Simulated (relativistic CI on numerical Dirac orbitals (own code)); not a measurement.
## Cu⁴⁺ in a cubic cluster: L2,3 absorption with charge transfer

Computed with a charge-transfer multiplet model of a cubic metal-ligand cluster with up to 2 ligand holes, Slater and spin-orbit integrals from Dirac-Coulomb-Breit ions, Slater integrals scaled by 0.8. The ground state mixes d7 with configurations of k ligand holes L, whose averages lie at kΔ + k(k − 1)U_dd/2; a core hole lowers each added d electron by U_cd. 300 K, Lorentzian 0.4 eV and Gaussian 0.3 eV FWHM.

Atomic integrals in eV (Slater integrals scaled, ζ unscaled), ground: F2dd 11.838, F4dd 7.422, zeta_d 0.120; with the core hole: F2dd 12.413, F4dd 7.786, zeta_d 0.150, zeta_core 13.370, F2cd 7.564, G1cd 5.867, G3cd 3.340.

Cluster parameters (eV): Δ = 0.1, U_cd = 9.8, 10Dq = 1.15, 10Dq(ligand) = 0.4, V(eg) = 1.6, V(t2g) = -0.82, final-state hopping factor = 0.9.

| Case | n_d | d7 | d8L | d9L2 | S |
| --- | --- | --- | --- | --- | --- |
| U_dd = 6.5 eV | 7.38 | 0.64 | 0.35 | 0.02 | 1.47 |
| U_dd = 7.2 eV | 7.37 | 0.64 | 0.34 | 0.02 | 1.48 |
| U_dd = 7.9 eV | 7.36 | 0.65 | 0.34 | 0.01 | 1.49 |
| U_dd = 8.6 eV | 7.36 | 0.65 | 0.33 | 0.01 | 1.49 |
| U_dd = 9.3 eV | 7.35 | 0.66 | 0.33 | 0.01 | 1.49 |

Weights, n_d and S are thermal averages at 300 K. Photon energies count from the first peak over 30 % of the highest in each spectrum, which can be another peak from case to case. The parameters are a model scan and need not match a compound or its usual spin state. Peaks in eV (height, largest 100):
- U_dd = 6.5 eV: 0.0 (68), 1.4 (98), 1.7 (100), 5.3 (43), 6.8 (31), 9.4 (7), 22.1 (16), 23.3 (23), 26.7 (12)
- U_dd = 7.2 eV: 0.0 (66), 1.5 (100), 2.0 (100), 5.3 (36), 6.7 (21), 8.7 (6), 22.4 (19), 23.7 (26), 26.6 (9)
- U_dd = 7.9 eV: 0.0 (65), 1.6 (97), 1.9 (100), 2.4 (91), 5.1 (33), 6.6 (14), 7.5 (6), 8.6 (6), 22.6 (20), 23.9 (28), 26.4 (6)
- U_dd = 8.6 eV: 0.0 (60), 2.1 (100), 2.8 (90), 5.1 (26), 22.6 (19), 23.0 (21), 24.2 (26)
- U_dd = 9.3 eV: 0.0 (59), 2.1 (100), 3.1 (100), 5.0 (20), 5.6 (17), 22.6 (21), 23.1 (22), 23.6 (21), 24.2 (22)

Curve for U_dd = 9.3 eV (points under 2 left out, the grid thinned):

E (eV), Intensity and a bar:
```
     -1.8        2.1 
     -1.4        3.0 
     -1.1        4.3 #
     -0.7        9.1 ##
     -0.3       34.9 ##########
      0.0       58.8 ##################
      0.4       23.6 #######
      0.8       33.1 ##########
      1.1       62.2 ###################
      1.5       82.0 #########################
      1.9       88.9 ###########################
      2.2       98.4 ##############################
      2.6       59.4 ##################
      3.0       98.2 ##############################
      3.4       50.8 ###############
      3.7       30.9 #########
      4.1       27.1 ########
      4.5       20.6 ######
      4.8       19.4 #####
      5.2       19.1 #####
      5.6       17.2 #####
      5.9       16.0 ####
      6.3       11.9 ###
      6.7        6.4 #
      7.0        5.0 #
      7.4        3.8 #
      7.8        2.9 
      8.1        2.7 
      8.5        3.4 
      8.9        2.4 
      9.2        2.1 
     21.1        2.1 
     21.5        3.4 
     21.9        4.2 #
     22.2       10.5 ###
     22.6       20.9 ######
     23.0       20.9 ######
     23.3       21.4 ######
     23.7       20.7 ######
     24.1       21.4 ######
     24.4       21.2 ######
     24.8       10.2 ###
     25.2        4.5 #
     25.5        3.0 
     25.9        2.1
```

For the case U_dd = 7.9 eV, Δ = 0.1 eV is smaller than U_dd = 7.9 eV, the charge-transfer side of the Zaanen-Sawatzky-Allen scheme. With the core hole the configuration with one ligand hole lies at Δ + U_dd − U_cd = -3.2, -2.5, -1.8, -1.1, -0.4 eV from the one without, in the order of the table; where this is negative the screened configuration lies lower, though the effective hopping of about 2.0 eV (from the holes of the mixed ground state) mixes the two strongly wherever it is as large as the gap.
